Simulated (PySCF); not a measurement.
SMILES [CH2]C(O)CC(C)C (C6H13O), doublet, GFN2-xTB optimised geometry.

```
20

C     -3.40    -0.51     2.16
C     -1.93    -0.61     2.19
O     -1.45    -1.90     1.92
C     -1.31     0.43     1.21
C      0.22     0.44     1.23
C      0.76     1.08     2.50
C      0.75     1.17     0.00
H     -3.89     0.35     2.56
H     -3.98    -1.26     1.66
H     -1.55    -0.37     3.20
H     -1.84    -2.20     1.09
H     -1.66     0.18     0.20
H     -1.69     1.42     1.46
H      0.56    -0.60     1.19
H      1.85     1.09     2.48
H      0.44     0.54     3.38
H      0.41     2.11     2.58
H      1.84     1.17     0.00
H      0.41     2.20     0.00
H      0.41     0.70    -0.92
```

Density from unrestricted PBE0/def2-SVP (PySCF 2.14.0) at that geometry.

Minimum of the electron density along straight lines between bonded atoms, close to the bond critical point (lines longer than 1.1 times the sum of covalent radii, or with two minima, are not listed):

| bond | length / Å | ρ at the minimum / e bohr⁻³ | ∇²ρ there / e bohr⁻⁵ | position (fraction from the first atom) |
|---|---|---|---|---|
| C1–C2 | 1.471 | 0.273 | -0.67 | 0.50 |
| C2–O3 | 1.409 | 0.262 | (withheld) | 0.34 |
| C2–C4 | 1.560 | 0.233 | -0.52 | 0.50 |
| C4–C5 | 1.532 | 0.243 | -0.55 | 0.51 |
| C5–C6 | 1.526 | 0.244 | -0.55 | 0.50 |
| C5–C7 | 1.528 | 0.243 | -0.55 | 0.50 |
| C1–H8 | 1.071 | 0.284 | -1.08 | 0.63 |
| C1–H9 | 1.073 | 0.282 | -1.06 | 0.63 |
| C2–H10 | 1.099 | 0.280 | -1.04 | 0.63 |
| O3–H11 | 0.964 | (withheld) | (withheld) | 0.81 |
| C4–H12 | 1.093 | 0.274 | -0.98 | 0.62 |
| C4–H13 | 1.091 | 0.276 | -1.00 | 0.62 |
| C5–H14 | 1.095 | 0.277 | -1.01 | 0.63 |
| C6–H15 | 1.088 | 0.276 | -1.01 | 0.62 |
| C6–H16 | 1.087 | 0.277 | -1.01 | 0.62 |
| C6–H17 | 1.089 | 0.275 | -0.99 | 0.62 |
| C7–H18 | 1.088 | 0.276 | -1.00 | 0.62 |
| C7–H19 | 1.088 | 0.275 | -1.00 | 0.62 |
| C7–H20 | 1.088 | 0.276 | -1.00 | 0.62 |

**Question.** What belongs in the gaps?

**Answer.** 
- C2–O3, ∇²ρ there / e bohr⁻⁵: -0.47
- O3–H11, ρ at the minimum / e bohr⁻³: 0.358
- O3–H11, ∇²ρ there / e bohr⁻⁵: -2.22
